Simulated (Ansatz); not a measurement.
Basis sets compared for Sn(eta1-allyl)H3 (C3H8Sn). The state is a singlet with charge 0. Geometry PBE-D4/def2-SVP. Ansatz on 4 threads of Arm Neoverse V1 on a shared host; times are rough, and most runs start from earlier orbitals.

```xyz
12

Sn    1.036   -1.407   -0.808
C    -0.687   -0.530    0.243
C    -0.324    0.783    0.846
C    -0.677    1.995    0.371
H    -0.984   -1.278    1.007
H    -1.502   -0.442   -0.503
H     0.314    0.739    1.749
H    -1.309    2.101   -0.527
H    -0.347    2.923    0.863
H     2.392   -1.448    0.267
H     1.416   -0.417   -2.174
H     0.673   -3.019   -1.334
```

In the def2 sets Sn takes a core potential; there is no spin–orbit coupling.

Binding counts from free atoms (Sn triplet, C triplet, H doublet) in the same basis, without a counterpoise term.

```
                            level  functions  energy (Eh)  HOMO (eV)  LUMO (eV)  binding per atom (eV)  wall time
                  PBE-D4/def2-SVP        108    -333.1115      -5.71      -0.97                   3.68     0.95 s
                 PBE-D4/def2-TZVP        191    -333.2514      -5.81      -1.19                   3.67      1.6 s
r2SCAN-D4/def2-TZVP (with forces)        191    -333.4241      -5.97      -0.93                   3.62      3.7 s
                 PBE0-D4/def2-SVP        108    -333.1450      -6.77      -0.03                   3.64      1.1 s
                PBE0-D4/def2-TZVP        191    -333.2804      -6.82      -0.27                   3.62      2.1 s
```

Problem. Estimate the rows for PBE-D4/def2-TZVPD, r2SCAN-D4/def2-TZVPD, PBE0-D4/def2-TZVPD.

Solution. 
```csv
level,functions,energy (Eh),HOMO (eV),LUMO (eV),binding per atom (eV),wall time
PBE-D4/def2-TZVPD,239,-333.2521,-5.83,-1.25,3.67,2.5 s
r2SCAN-D4/def2-TZVPD,239,-333.4247,-5.98,-0.97,3.62,7 s
PBE0-D4/def2-TZVPD,239,-333.2810,-6.83,-0.35,3.62,3.3 s
```
